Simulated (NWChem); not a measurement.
Molecule: SiH₂O₂Cl₂; SMILES O[Si](O)(Cl)Cl

```xyz
7

O     -0.1684     1.3671    -1.2252
Si     0.0000     0.0000    -0.3345
O      0.1684    -1.3671    -1.2252
Cl    -1.6808    -0.1006     0.8223
Cl     1.6808     0.1006     0.8223
H      0.6186     1.6934    -1.6738
H     -0.6186    -1.6934    -1.6738
```
Atoms are numbered in this order, from 1.

All runs: NWChem. Pople sets run with spherical d functions. Structure relaxed at the PBE0/def2-SVP level. Atomic charges in e: unrestrained fits to the electrostatic potential beside Mulliken populations; buried atoms are poorly determined by the fit.

Question: Predict the results for Hartree-Fock/6-31G*. Quantities: ESP O1; Mulliken O1; ESP Si2; Mulliken Si2; ESP O3; Mulliken O3; ESP Cl4; Mulliken Cl4; ESP Cl5; Mulliken Cl5; relative RMS misfit of the potential (%).

Answer: 
| Property | Result |
|---|---|
| ESP O1 | -0.77 |
| Mulliken O1 | -0.85 |
| ESP Si2 | 1.17 |
| Mulliken Si2 | 1.35 |
| ESP O3 | -0.77 |
| Mulliken O3 | -0.85 |
| ESP Cl4 | -0.28 |
| Mulliken Cl4 | -0.32 |
| ESP Cl5 | -0.28 |
| Mulliken Cl5 | -0.32 |
| relative RMS misfit of the potential (%) | 23 |
